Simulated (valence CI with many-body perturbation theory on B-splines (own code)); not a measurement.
Te³⁰⁺: what the settings do

Calculated by valence CI with perturbative core correlation (CI+MBPT): four valence electrons over a frozen Dirac-Fock core [Ar], radial functions for each j: 6 s, 6 p, 5 d, 5 f, 1 g, with the one-electron correlation potential Σ1 (screened to all orders), the two-electron term Σ2, the three-electron term Σ3, Breit, model QED; selected single and double excitations, second order for the rest (own B-spline code, finite nucleus).

No measured spectrum was set against this ion. As an estimate, large intervals hold to a few tenths of a per cent, small ones and those within an open d or f shell to about a per cent. Only levels of the ground parity were solved; by the run's estimate the other parity begins above the list, which can be wrong where configurations are misplaced.

The reference run has the lowest level (3d3/2^4) J=0 and an ionisation energy of 1803.30 eV. Its largest variational space holds 7979 state functions.

Levels are named by their leading jj configuration (3d3/2^4 stands for four electrons in 3d with j = 3/2), which in mixed levels can hold well under half, so a name can repeat and another be missing. Letters in brackets count levels of one name in rising energy.

Changed runs:
A. correlating orbitals by l 3 3 3 3 1 → 2 6 4 2 3
B. highest l in the core sums 6 → 4
C. correlating orbitals by l 3 3 3 3 1 → 1 4 2 2 1; scale of Σ2 1 → 1.2
D. highest l in the core sums 6 → 1 (bad on purpose)

Excitation energies of the reference run in cm⁻¹, and shifts in cm⁻¹:

```csv
Level,Reference,A,B,C,D
(3d3/2^3 3d5/2) J=1,61409,+74,+85,+363,+1158
(3d3/2^3 3d5/2) J=2,100661,+85,+110,+408,+1909
(3d3/2^3 3d5/2) J=4,122885,+2.9,+112,+363,+2651
(3d3/2^3 3d5/2) J=3,122971,+62,+108,+365,+2276
(3d3/2^2 3d5/2^2) J=0,176063,+17,+15,+271,-334
(3d3/2^2 3d5/2^2) J=4 [a],186270,+40,+189,+711,+3714
(3d3/2^2 3d5/2^2) J=3 [a],207257,-14,+118,+233,+4070
(3d3/2^2 3d5/2^2) J=2 [a],209239,-65,+15,-43,+2103
(3d3/2^2 3d5/2^2) J=5,222864,-3.9,+238,+705,+5954
(3d3/2^2 3d5/2^2) J=1,229615,-37,-9.4,-38,+1132
(3d3/2^2 3d5/2^2) J=6,237257,-20,+289,+910,+6717
(3d3/2^2 3d5/2^2) J=4 [b],257179,-45,+138,+251,+5194
Ionisation energy (eV),1803.30,+0.027,+0.11,+1.56,-0.88
```
